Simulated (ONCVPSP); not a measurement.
## Potentials for rhenium compared

Generated with ld1.x 7.5 (TM, RRKJ, ultrasoft, PAW), atompaw 4.2 or ONCVPSP 4.0.1. The cutoff is in Ry: for ld1.x and atompaw files where the sum of valence levels is converged to 10 mRy in a Bessel basis, for ONCV files where the hardest occupied wave has 1 mHa per electron of residual kinetic energy. The error is the largest all-electron minus pseudo excitation energy over each file’s own four to seven test configurations (ionisations up to +4, promotions, holes and added fractions of an electron), all of which were solved. The labels leave out finer settings (local radius, basis sizes, second energies), which also bear on the numbers. Spin-polarised tests are not counted. The rows are a selection from randomly drawn settings: files with unsolved tests, undetermined cutoffs or missed reference levels are left out.

A true bound ghost makes a file unfit for plane-wave use even where its test errors are small: the radial tests pick states by their node count and pass the ghost by.

```tsv
potential	cutoff (Ry)	largest error (meV)	bound ghosts
ONCV, LDA (Perdew-Zunger), scalar-relativistic, rc 1.85/1.65/2.25 (spd), local smoothed, core correction yes, reference 5s2 5p6 5d5 6s2, qcut 7/7.1/5.7, projectors 2/2/2	39	-16	none
ONCV, PBEsol, non-relativistic, rc 1.65/1.50/2.45 (spd), local smoothed, core correction yes, reference 5s2 5p6 5d5 6s2, qcut 6.7/9.2/6.3, projectors 3/3/2	59	+5.6	none
ONCV, PBE, fully relativistic, rc 2.50/1.15/1.85 (spd), local smoothed, core correction no, reference 5p6 5d5 6s0.5, qcut 2.4/8.2/5.8, projectors 2/2/1	65	-8.7	s
ONCV, PW91, fully relativistic, rc 2.40/1.40/2.25/2.50 (spdf), local smoothed, core correction yes, reference 5p6 5d5 6s2, qcut 2.2/7.1/7.1/4.6, projectors 2/1/1/2	151	+99	s
```

Task: Fill in the row for Re: ONCV, LDA (Perdew-Zunger), scalar-relativistic, rc 1.55/1.85/2.65 (spd), local smoothed, core correction yes, reference 5s2 5p6 5d5 6s0.5, qcut 9.1/7.3/5.8, projectors 2/2/3.

Result: cutoff 55 Ry, largest error +6.5 meV, bound ghosts: none.
